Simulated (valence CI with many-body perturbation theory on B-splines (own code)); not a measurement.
Values are calculated unless marked as measured or tabulated.
Hyperfine factors and g values of Pd XIV

Method: valence CI with perturbative core correlation (CI+MBPT): five valence electrons over a frozen Dirac-Fock core [Ar] 3d10, a basis of 9 s, 9 p, 8 d, 6 f, 3 g, 1 h functions for each j, with the one-electron correlation potential Σ1 (screened to all orders), the two-electron term Σ2, the three-electron term Σ3, Breit, model QED; selected single and double excitations, second order for the rest (own B-spline code, finite nucleus).

No measured levels were compared; by estimate levels hold to about 250 cm⁻¹ or 0.2 % of their energy and the worst to 1 %, as in measured heavy ions of charge 2 to 7; those with d or f electrons hold less well. Among the levels kept, up to 360 cm⁻¹ of a level comes from second order outside the variational space, and about a tenth of that is noise between levels of different J, which matters for small intervals.

A/g_I is the dipole constant over the nuclear g factor μ/I (μ in nuclear magnetons, uniformly magnetised nucleus), B/Q the quadrupole constant per barn. Both hold the static response of the core; the bare values leave it out. Large factors of s and p1/2 electrons are usually good to 5 to 10 %; those of open d and f shells near neutrality can be off by tens of per cent, and small factors of p3/2, d and f electrons come from cancelling terms and can be off by a factor of two or in sign, in half-filled shells by more. B is blank for J = 1/2, where it vanishes, and for nearly pure S terms. Energies count from the lowest level.

Names give the largest LS component (configuration and term), which can be under half, so a name can repeat, a term be missing and a line seem to break the LS rules; names also repeat where a configuration has a term twice. Letters in brackets count levels of one name in rising energy.

```tsv
Level	E (cm⁻¹)	g	A/g_I (MHz)	A/g_I bare	B/Q (MHz/b)	B/Q bare
4s2 4p3 4S°_3/2	0	1.724	3610	3160	4530	4220
4s2 4p3 2D°_3/2	40167	1.160	2680	2510	8640	8060
4s2 4p3 2D°_5/2	54968	1.199	12500	11700	-61.5	-52.8
4s2 4p3 2P°_1/2	79370	0.665	37000	35000		
4s2 4p3 2P°_3/2	113320	1.249	6710	6270	-13200	-12300
4s 4p4 4P_5/2	305240	1.568	29600	27900	9010	8410
4s 4p4 4P_3/2	333190	1.657	18000	17000	-9090	-8480
4s 4p4 4P_1/2	338830	2.573	75700	71300		
4s 4p4 2D_3/2	376560	0.936	-3930	-3690	-13300	-12400
4s 4p4 2D_5/2	388050	1.231	33900	32000	-20600	-19200
4s 4p4 2S_1/2	424680	1.539	46200	43600		
4s 4p4 2P_3/2	432280	1.265	1460	1330	5840	5450
4s2 4p2 4d 4F_3/2	467470	0.565	3230	3210	1570	1410
4s 4p4 2P_1/2	475100	1.169	71500	67500		
4s2 4p2 4d 4F_5/2	480000	1.129	1060	1050	4870	4470
4s2 4p2 4d 2F_5/2	497690	0.949	9600	9070	-4290	-4030
4s2 4p2 4d 4F_7/2	502000	1.250	2050	1930	4640	4240
4s2 4p2 4d 4D_1/2	505730	0.095	17000	16300		
4s2 4p2 4d 4D_3/2	507390	1.081	6910	6540	-6030	-5610
4s2 4p2 4d 2F_7/2 [a]	508560	1.234	5210	4900	6110	5670
4s2 4p2 4d 4F_9/2	517300	1.281	5770	5410	-2260	-2190
4s2 4p2 4d 4D_5/2	523090	1.195	5890	5580	-5200	-4860
4s2 4p2 4d 2P_3/2 [a]	538310	1.260	-3610	-3420	274	232
4s2 4p2 4d 2G_7/2	547460	1.121	6040	5700	9860	9150
4s2 4p2 4d 4P_5/2	561160	1.507	1780	1620	-40.3	-33.6
4s2 4p2 4d 2F_7/2 [b]	561860	1.098	4670	4420	9150	8470
4s2 4p2 4d 4P_3/2	566060	1.429	3800	3570	-2490	-2310
4s2 4p2 4d 4P_1/2	566360	1.701	20700	19600		
4s2 4p2 4d 2G_9/2	571850	1.163	4440	4220	18600	17300
4s2 4p2 4d 2D_3/2 [a]	578510	1.005	6380	6050	4900	4550
4s2 4p2 4d 2P_1/2 [a]	581490	1.436	-3280	-3370		
4s2 4p2 4d 2D_5/2 [a]	594790	1.178	4240	4000	2700	2490
4s2 4p2 4d 2D_3/2 [b]	605970	0.965	5550	5230	-3170	-2940
4s2 4p2 4d 2P_1/2 [b]	608280	0.936	-8630	-8060		
4s2 4p2 4d 2D_5/2 [b]	614730	1.096	2690	2570	4500	4160
4s2 4p2 4d 2D_5/2 [c]	619780	1.161	3920	3750	12000	11200
4s2 4p2 4d 2F_7/2 [c]	635470	1.135	5850	5510	-2310	-2180
4s2 4p2 4d 2S_1/2	635760	1.884	19800	18800		
4s2 4p2 4d 2P_3/2 [b]	637680	1.255	2810	2670	-3570	-3320
4s2 4p2 4d 2D_3/2 [c]	662760	0.844	3610	3510	4070	3770
```

**Question.** Take the isotope of mass number 105, with I = 5/2, μ = -0.642 μN, leaving out the quadrupole term. What is the hyperfine structure of 4s2 4p3 4S°_3/2?

**Answer.** From the table A = -926 MHz. Shifts from the centre of gravity in MHz: F = 1: 4860, F = 2: 3010, F = 3: 232, F = 4: -3470.
